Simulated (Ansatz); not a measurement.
Cost and result up the ladder for Si₁₉PH₃₀, a doped nanocrystal cut from the lattice of silicon (P on a surface site) (50 atoms). Charge 0, multiplicity 2. Geometry: PBE-D4/def2-SVP.

```xyz
50

P    -1.543   -0.577    2.467
Si    1.647    1.183    4.721
Si    2.121   -0.988    1.784
Si    2.448    2.914    1.357
Si   -4.104   -3.091    0.127
Si   -0.446   -2.899   -0.264
Si   -2.748   -0.960   -2.803
Si   -0.201    0.984   -0.666
Si    3.575    0.986   -1.790
Si    0.958   -0.971   -3.882
Si   -0.617    0.982    4.086
Si   -3.701   -1.309    1.621
Si   -0.004   -0.842    0.786
Si    0.276    2.999    0.448
Si    2.866    1.040    2.719
Si    3.942    2.896   -0.463
Si   -2.337    1.051   -1.647
Si   -2.438   -2.908   -1.518
Si   -1.272   -1.000   -4.637
Si    1.322    0.871   -2.462
H    -1.222   -1.778    3.183
H     2.008   -0.003    5.582
H     1.977    2.448    5.481
H     2.014   -2.017    2.886
H     3.074   -1.528    0.748
H     2.697    4.154    2.185
H    -3.899   -4.391    0.867
H    -5.487   -3.099   -0.486
H    -0.562   -3.931    0.834
H     0.760   -3.254   -1.097
H    -4.170   -0.965   -3.317
H     3.938   -0.259   -1.024
H     4.438    1.040   -3.028
H     1.277   -2.246   -3.147
H     1.902   -0.862   -5.055
H    -1.474    0.644    5.283
H    -1.104    2.298    3.539
H    -4.421   -1.541    2.928
H    -4.234   -0.030    1.032
H    -0.770    3.298    1.490
H     0.244    4.104   -0.580
H     4.355    0.968    2.971
H     5.367    2.926    0.032
H     3.710    4.117   -1.319
H    -3.394    1.346   -0.616
H    -2.337    2.176   -2.655
H    -2.443   -4.093   -2.458
H    -1.525   -2.224   -5.484
H    -1.496    0.223   -5.492
H     1.034    2.118   -3.269
```

Ansatz on 4 threads of AMD EPYC 7R13 on a shared host and a share (37 GiB) of an NVIDIA H100 80GB HBM3. Times are rough, and most runs start from the orbitals of an earlier one. PBE0-D4/def2-TZVP serves as the yardstick here, not as an exact answer. Differences are given only for rows in sets of like size (and for xTB, whose basis is part of the method), since another set adds its own error. Binding counts from free atoms at the same level (P quartet, Si triplet, H doublet; other spins of the atoms weren't run), without zero-point energy or a counterpoise term.

Correlated methods freeze 100 core orbitals. The rows differ in basis, and correlated rows in double-zeta sets carry the largest basis error. Single mean-field runs in def2-SVP, def2-TZVP are fitted with def2-universal-jkfit. Another isomer (doublet) lies 0.07 eV lower at PBE0-D4/def2-TZVP; other spin states weren't run for this one.

Correlated methods converge slowly with the basis, most of all in double-zeta sets.

```tsv
level	functions	wall time	binding energy per atom (eV)	difference from PBE0-D4/def2-TZVP (eV)
PBE-D4/def2-SVP	510	6.5 s	3.18	–
PBE0-D4/def2-SVP	510	7.5 s	3.17	–
MP2/def2-SVP	510	8 s	2.91	–
revPBE-D4/def2-TZVP	920	11 s	3.14	-0.03
r2SCAN-D4/def2-TZVP	920	14 s	3.20	0.02
PBE-D4/def2-TZVP (with forces)	920	16 s	3.18	0.00
PBE0-D4/def2-TZVP	920	23 s	3.18	0.00
```
